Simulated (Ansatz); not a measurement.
Consider the homolysis of the B–Si bond: `N[SiH2]B(F)F` → `F[B]F`• + `N[SiH2]`•.

Program: Ansatz. Geometries: PBE0-D4/def2-TZVP. ΔE: electronic, gas phase. CCSD(T)/CBS is the MP2 limit (def2-TZVPP, def2-QZVPP) plus CCSD(T) − MP2 in def2-TZVPP, frozen cores. This one scheme is used for every species. Functionals use def2-TZVPP. Open shells (•) are unrestricted, without spin–orbit coupling. Each species was taken in one conformer, which may not be the lowest.

Question: What is ΔE at CCSD(T)/CBS? (Best estimate.)

Answer: The calculation gave: +374.5 kJ/mol.

Question: What do these levels give: LDA (SPW92), PBE-QIDH, r2SCAN0, MP2/def2-SVP, MP2/def2-TZVPP, HF/def2-QZVPP? (Estimate.)

Answer: Computed: LDA (SPW92) 392.8, PBE-QIDH 362.8, r2SCAN0 340.7, MP2/def2-SVP 352.6, MP2/def2-TZVPP 363.8, HF/def2-QZVPP 275.8 kJ/mol.

Largest T1 diagnostic among the species: 0.015.

At CCSD(T), def2-SVP lies −18.6 kJ/mol from the extrapolated value and def2-TZVPP −8.1 kJ/mol: correlation converges slowly with the basis, and small sets miss more of it in the bonded molecule than in its fragments. The D4 term adds +8.9 kJ/mol with B3LYP and +4.9 kJ/mol with PBE0; it sums over pairs of atoms, weighted by their polarisabilities, and B3LYP, whose exchange is more repulsive, gets the larger term.

B3LYP here is the variant with VWN-RPA as its local correlation; programs differ in this.
